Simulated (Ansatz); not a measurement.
Frontier orbitals of `O=CBBr`.

| atom | x (Å) | y (Å) | z (Å) |
| --- | --- | --- | --- |
| O1 | 0.5766 | 0.0818 | 1.6769 |
| C2 | 0.3860 | -0.4624 | 0.6127 |
| B3 | -0.1171 | 0.4461 | -0.5754 |
| Br4 | -1.8876 | 0.1777 | -1.1856 |
| H5 | 0.5084 | -1.5648 | 0.5166 |
| H6 | 0.5337 | 1.3216 | -1.0452 |

Total charge 0; spin multiplicity 1. Correlated methods include outer-core shells of Br, which these sets cover unevenly. Scalar relativity is left out up to krypton. Geometry: relaxed with PBE0-D4/def2-TZVP. It is one conformer, not always the lowest. Basis def2-TZVPP, Ansatz 0.2.0.

Orbital energies of one run (eV). Highest occupied ones, from the top: -6.80, -8.47, -9.19, -10.20, -11.44, -11.79, -12.53, -14.28, -17.31, -21.97, -29.17, -71.32, -71.33, -71.42. Empty: -2.95, -1.54, 1.50, 1.70, 2.36, 3.15.

(1) Which functional gave them?
A. r2SCAN0
B. r2SCANh
C. PBE
D. LDA (SPW92)

Answers

(1) B. HOMO energies: r2SCANh -6.80, r2SCAN0 -7.66, PBE -5.93, LDA (SPW92) -6.06 eV.
